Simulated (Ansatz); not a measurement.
Relaxation of BrClF$_{2}$H$_{4}$O$_{2}$W (11 atoms, charge 0, multiplicity 1), to a largest force component of 0.03 eV/Å in at most 50 steps.

Computed with RHF/def2-SVP (Ansatz 0.2.0).

```xyz
11
Properties=species:S:1:pos:R:3
W -0.090 0.051 -0.292
O -0.762 0.254 2.761
H -1.306 -0.459 3.065
O 1.527 -0.196 -1.169
H 2.256 -0.659 -0.772
H 0.864 0.847 0.784
Cl -2.122 -1.056 -0.040
F 0.546 -1.391 0.708
F -0.565 0.564 -2.003
Br -1.129 2.307 0.300
H -1.332 1.038 2.737
```

Problem. Where does it end, and by what steps?

Solution. The run converged. After 11 steps the energy has fallen by 0.291 eV; H3 moved furthest, 0.60 Å. Joined: W1–O2 (3.13 → 2.35 Å).

| step | energy less start (eV) | largest force component (eV/Å) | accepted |
| --- | --- | --- | --- |
| 0 | 0.0000 | 1.071 | yes |
| 1 | 0.0165 | 2.017 | no |
| 2 | -0.0474 | 0.889 | yes |
| 3 | -0.0773 | 0.955 | yes |
| 4 | -0.1327 | 1.031 | yes |
| 5 | -0.2187 | 0.827 | yes |
| 6 | -0.2304 | 1.379 | yes |
| 7 | -0.2794 | 0.368 | yes |
| 8 | -0.2844 | 0.176 | yes |
| 9 | -0.2905 | 0.080 | yes |
| 10 | -0.2911 | 0.034 | yes |
| 11 | -0.2913 | 0.018 | yes |

```xyz
11
Properties=species:S:1:pos:R:3
W -0.158 0.102 -0.037
O -0.723 0.259 2.233
H -0.972 -0.591 2.580
O 1.398 -0.195 -1.008
H 2.165 -0.576 -0.600
H 0.954 0.895 0.880
Cl -2.226 -1.059 0.158
F 0.521 -1.392 0.903
F -0.730 0.478 -1.761
Br -0.951 2.489 0.255
H -1.391 0.890 2.475
```

Whether the end is a true minimum wasn't checked by a vibrational analysis.

Run time: 45 s on 4 threads of Arm Neoverse V1, with other jobs on the host, peak memory 0.54 GiB.
